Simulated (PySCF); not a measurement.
Species: C3H8O2SSi.
Numbering: `[SH:1][CH2:2][C@@H:3]1[CH2:4][O:5][SiH2:6][O:7]1` (hydrogens: H8 on S1; H9, H10 on C2; H11 on C3; H12, H13 on C4; H14, H15 on Si6)

Structure used (GFN2-xTB), in Å, numbered top down from 1:
```
atom  x, y, z in Å
S1     2.8896    0.1217   -0.2179
C2     1.2721   -0.6863   -0.4401
C3     0.3199   -0.3395    0.6973
C4    -1.0518   -1.0241    0.4937
O5    -1.8990   -0.1040   -0.1273
Si6   -1.3537    1.4342    0.0324
O7     0.0850    1.0409    0.7214
H8     2.3829    1.3232    0.0433
H9     1.4729   -1.7559   -0.4663
H10    0.8478   -0.3623   -1.3916
H11    0.7685   -0.6244    1.6560
H12   -1.4782   -1.3114    1.4600
H13   -0.9689   -1.9120   -0.1380
H14   -2.0913    2.2111    1.0110
H15   -1.2003    1.9968   -1.2983
```

Method: PySCF, TDDFT PBE0/def2-SVPD, vertical, gas phase, core orbitals frozen in the response.

Ground-to-excited transition dipoles (e·a0, same axes as the geometry; the sign carries no meaning), for the states with f of 0.002 or more among the lowest 7:

```
state  E (eV)      μx      μy      μz
   S1   5.628  -0.034  -0.058   0.131
   S2   5.989   0.002  -0.061   0.215
   S3   6.373  -0.159  -0.127   0.422
   S4   6.668   0.126   0.021   0.177
   S5   6.887   0.174  -0.028   0.232
   S6   7.002  -0.042  -0.117  -0.009
   S7   7.042  -0.268  -0.076   0.041
```

Question: What oscillator strength does each state have?

Answer: f = (2/3) ΔE |μ|² with ΔE in hartree (27.2114 eV).

```tsv
state	|μ|² (au)	|μ| (D)	f
S1	0.022	0.37	0.003
S2	0.050	0.57	0.007
S3	0.220	1.19	0.034
S4	0.048	0.56	0.008
S5	0.085	0.74	0.014
S6	0.016	0.32	0.003
S7	0.079	0.71	0.014
```

Question: Which bond between heavy atoms lies closest to the direction of the S3 transition dipole?

Answer: C2–C3, at 35° from it; next C4–O5 at 68°.

Question: What angle do the transition dipoles of S3 and S5 make?

Answer: |cos θ| = |μa·μb| / (|μa| |μb|) = 0.54, so θ ≈ 57° (taken between 0 and 90°, since the signs are arbitrary).

Question: What peak molar absorption coefficient would the strongest computed level give as a lone Gaussian band 0.4 eV wide at half height?

Answer: ε(max) = 2.175×10⁸ f / FWHM, with the width in cm⁻¹. S3: 2.175×10⁸ × 0.0343 / 3226 ≈ 2300 L mol⁻¹ cm⁻¹.

One conformer stands for the species.

Without π bonds the low states may be Rydberg-like; a valence basis with one diffuse set may place them up to an eV too high.
